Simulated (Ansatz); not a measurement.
```yaml
crystal:
  periodic: [false, false, false]
  atoms:
    - {symbol: C, position_ang: [-2.202566, 0.844693, 1.356456]}
    - {symbol: N, position_ang: [-0.130633, 0.211586, -0.339796]}
    - {symbol: Si, position_ang: [2.314129, -1.719434, 0.750202]}
    - {symbol: C, position_ang: [-0.193141, 1.170602, -2.739229]}
    - {symbol: O, position_ang: [-1.831255, 2.510958, -3.587556]}
    - {symbol: H, position_ang: [-3.530761, 2.044119, 0.339695]}
    - {symbol: H, position_ang: [-3.180424, -0.861689, 1.988797]}
    - {symbol: H, position_ang: [-1.508698, 1.861124, 3.015790]}
    - {symbol: H, position_ang: [1.271216, -4.196792, 1.557027]}
    - {symbol: H, position_ang: [3.556807, -0.514480, 2.959271]}
    - {symbol: H, position_ang: [4.122777, -2.036385, -1.363613]}
    - {symbol: H, position_ang: [1.458437, 0.581573, -3.872790]}
basis:
  gaussian: {orbitals: aug-cc-pVDZ}
hamiltonian: {xc: {name: SPW92}}
output: {forces: true}
```

```sh
$ ansatz run in.yaml --threads 4 --pin off --events-out ev --progress --plain --max-ram 10444MiB
```

It prints (some lines left out):

```
Functional definition: SPW92
1646 factors; their error is unknown
mean field evaluation 1: about -13378.0795 eV, gradient 1.6e2 eV
mean field evaluation 2: about -11478.2293 eV, gradient 3.2e2 eV
mean field evaluation 4: about -12901.2475 eV, gradient 2.0e2 eV
mean field evaluation 8: about -13478.1832 eV, gradient 1.3e1 eV
mean field evaluation 16: about -13480.3786 eV, gradient 3.7e0 eV
mean field evaluation 32: about -13475.8560 eV, gradient 3.1e1 eV
mean field evaluation 64: about -13480.5541 eV, gradient 3.4e0 eV
mean field evaluation 96: about -13478.9725 eV, gradient 2.2e1 eV
mean field evaluation 128: about -13479.9589 eV, gradient 1.3e1 eV
mean field evaluation 160: about -13472.7582 eV, gradient 3.8e1 eV
mean field evaluation 192: about -13479.7926 eV, gradient 1.9e1 eV
mean field evaluation 224: about -13477.0843 eV, gradient 1.5e1 eV
mean field evaluation 256: about -13479.9412 eV, gradient 1.1e1 eV
mean field -13480.61303829 eV, -495.4033916696 hartree, gradient 1.1e-5 eV, S^2 0.000000; 18 other end points of the search recorded, 0 dependent functions left out
reference -13480.61317241 eV, -495.4033965981 hartree; 24, 24 occupied and 158, 158 virtual orbitals, 1646 factors
Total energy: -13480.61317241 eV, -495.4033965981 hartree
Atom 0 at    -2.202566     0.844693     1.356456 Å, force    -1.015078     0.602173     0.804487 eV/Å
Atom 1 at    -0.130633     0.211586    -0.339796 Å, force    -0.895980    -0.010997    -0.438090 eV/Å
Atom 2 at     2.314129    -1.719434     0.750202 Å, force     0.491976    -0.104210     0.262178 eV/Å
Atom 3 at    -0.193141     1.170602    -2.739229 Å, force    -0.995192     1.533105    -0.932786 eV/Å
Atom 4 at    -1.831255     2.510958    -3.587556 Å, force     3.229916    -2.711875     1.547764 eV/Å
Atom 5 at    -3.530761     2.044119     0.339695 Å, force     1.985835    -1.772449     1.437081 eV/Å
Atom 6 at    -3.180424    -0.861689     1.988797 Å, force     1.457668     2.371748    -0.957954 eV/Å
Atom 7 at    -1.508698     1.861124     3.015790 Å, force    -0.964121    -1.467886    -2.386706 eV/Å
Atom 8 at     1.271216    -4.196792     1.557027 Å, force     0.558873     1.411854    -0.484862 eV/Å
Atom 9 at     3.556807    -0.514480     2.959271 Å, force    -0.702296    -0.710830    -1.274664 eV/Å
Atom 10 at     4.122777    -2.036385    -1.363613 Å, force    -1.069905     0.184568     1.207856 eV/Å
Atom 11 at     1.458437     0.581573    -3.872790 Å, force    -2.081698     0.674798     1.215696 eV/Å
Dipole moment:     0.409069    -0.561962     0.652383 e Å
```

Task: Something in this input is off. What?

Result: The coordinates are in bohr but typed as ångström. The run converged. The result belongs to that input, not to the molecule as meant.
